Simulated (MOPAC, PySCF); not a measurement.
Lewis adduct: BBrH2 (SMILES BBr) (first 4 atoms) with NH3 (SMILES N); geometry from B3LYP-D3(BJ)/def2-TZVP, rigid monomers moved along the line of their centres of mass till B1···N5 is 1.82 Å.
(charge 0, multiplicity 1):
```xyz
8

B     -0.5014    -0.6593     2.1738
Br     0.6896     0.7443     1.2765
H     -0.0290    -1.7521     2.0634
H     -1.6412    -0.5291     1.8368
N     -0.5057    -0.3325     3.9680
H     -1.0645    -0.9636     4.5393
H      0.4593    -0.3663     4.2902
H     -0.8399     0.6188     4.1077
```

Interaction energies are E(AB) − E(A) − E(B) at the monomers' geometry in the complex; basis-set methods are counterpoise corrected. Rows marked so take none.

Rows in 3-21G, 6-31G* carry no dispersion term and start afresh at each structure (6-31G* with six Cartesian d functions); the Pople sets are all-electron and without relativity. The state reached by AM1 isn't checked.

Codes used: MOPAC for AM1 (differences of heats of formation); PySCF for 3-21G rows, 6-31G* rows. Values without a source in brackets are computed.

Problem. One of these levels gives -58.36 kcal/mol for the interaction energy. Which one is it?
(A) B3LYP/3-21G (no counterpoise)
(B) AM1
(C) M06-2X/6-31G* (no counterpoise)

Solution. A, B3LYP/3-21G (no counterpoise). The others give -46.23 (AM1), -50.80 (M06-2X/6-31G* (no counterpoise))
